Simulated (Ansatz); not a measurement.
Job for Ansatz (a first-principles code): R-PBE/def2-TZVPP on CH4 (SMILES C).

Ansatz 0.2 input:
```yaml
crystal:
  periodic: [false, false, false]
  atoms:
    - {symbol: C, position_ang: [0.00000000, 0.00000000, -0.00000000]}
    - {symbol: H, position_ang: [0.62892441, 0.62892441, 0.62892441]}
    - {symbol: H, position_ang: [-0.62892441, -0.62892441, 0.62892441]}
    - {symbol: H, position_ang: [0.62892442, -0.62892442, -0.62892441]}
    - {symbol: H, position_ang: [-0.62892442, 0.62892442, -0.62892441]}
basis:
  gaussian:
    orbitals: def2-TZVPP
hamiltonian:
  xc: {name: PBE}
scf: {lower_state_search: off}
```

Output:

```
WARN ansatz: RAYON_NUM_THREADS=1 ignored (pool sized by the plan → 1); use --threads N
Functional definition: PBE
these checks for a lower state are left out or cut short: stability, starts, cluster_reference, orbital_swaps, neighbouring_geometries, increment
integrals: 0.01 GiB planned
416 factors; their error is unknown
mean field: 0.15 GiB planned
mean field evaluation 1: about -1093.6164 eV, gradient 5.8e1 eV
mean field evaluation 2: about -1085.6795 eV, gradient 7.3e1 eV
mean field evaluation 4: about -1101.1015 eV, gradient 2.3e-1 eV
mean field evaluation 8: about -1101.0893 eV, gradient 2.3e-3 eV
mean field -1101.08929375 eV, -40.4642852003 hartree, gradient 3.5e-6 eV, S^2 0.000000; 0 other end points of the search recorded, 0 dependent functions left out
reference -1101.08932195 eV, -40.4642862365 hartree; 5, 5 occupied and 82, 82 virtual orbitals, 416 factors
Total energy: -1101.08932195 eV, -40.4642862365 hartree
Checks for a lower state left out: stability, starts, cluster_reference, orbital_swaps, neighbouring_geometries, increment
```

Self-consistency was reached.

Cost: roughly 0.5 core-seconds.
